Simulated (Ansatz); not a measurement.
`C[O][Ge]([F])([F])[O]C`, relaxed with RKS PBE0-D4/def2-TZVP in Ansatz from a PBE-D4/def2-SVP geometry. The force threshold is 0.005 eV/Å; the program also tests the step.

The species carries charge 0 and has multiplicity 1.

Start:

```xyz
13

C     0.143   -1.285   -1.688
O     0.521   -1.388   -0.313
Ge   -0.532   -0.666    0.908
F    -2.121   -1.362    0.868
F     0.195   -1.050    2.436
O    -0.768    1.075    0.723
C     0.373    1.932    0.803
H    -0.772   -1.876   -1.911
H     0.979   -1.694   -2.289
H    -0.033   -0.232   -2.003
H     0.031    2.959    0.566
H     1.167    1.650    0.076
H     0.817    1.937    1.823
```

```json
{"step": "1", "energy (eV)": "-68206.7073", "largest force (eV/Å)": "0.776", "largest move (Å)": "0.000"}
{"step": "2", "energy (eV)": "-68206.7790", "largest force (eV/Å)": "0.354", "largest move (Å)": "0.031"}
{"step": "3", "energy (eV)": "-68206.7909", "largest force (eV/Å)": "0.046", "largest move (Å)": "0.016"}
{"step": "4", "energy (eV)": "-68206.7915", "largest force (eV/Å)": "0.014", "largest move (Å)": "0.013"}
{"step": "5", "energy (eV)": "-68206.7916", "largest force (eV/Å)": "0.018", "largest move (Å)": "0.008"}
{"step": "6", "energy (eV)": "-68206.7917", "largest force (eV/Å)": "0.004", "largest move (Å)": "0.006"}
{"step": "7", "energy (eV)": "-68206.7917", "largest force (eV/Å)": "0.013", "largest move (Å)": "0.018"}
{"step": "8", "energy (eV)": "-68206.7918", "largest force (eV/Å)": "0.014", "largest move (Å)": "0.019"}
{"step": "9", "energy (eV)": "-68206.7918", "largest force (eV/Å)": "0.007", "largest move (Å)": "0.016"}
{"step": "10", "energy (eV)": "-68206.7918", "largest force (eV/Å)": "0.005", "largest move (Å)": "0.004"}
```

End:

```xyz
13

C     0.128   -1.324   -1.703
O     0.515   -1.357   -0.336
Ge   -0.508   -0.637    0.869
F    -2.076   -1.315    0.829
F     0.204   -1.031    2.372
O    -0.737    1.079    0.718
C     0.375    1.955    0.843
H    -0.776   -1.915   -1.877
H     0.947   -1.759   -2.277
H    -0.042   -0.301   -2.054
H     0.013    2.962    0.635
H     1.168    1.712    0.128
H     0.790    1.931    1.855
```

It took 22 s on 2 threads of an AMD EPYC 7R13 on a shared host and a share of an NVIDIA H100 80 GB, with 0.92 GiB of host memory at the peak.
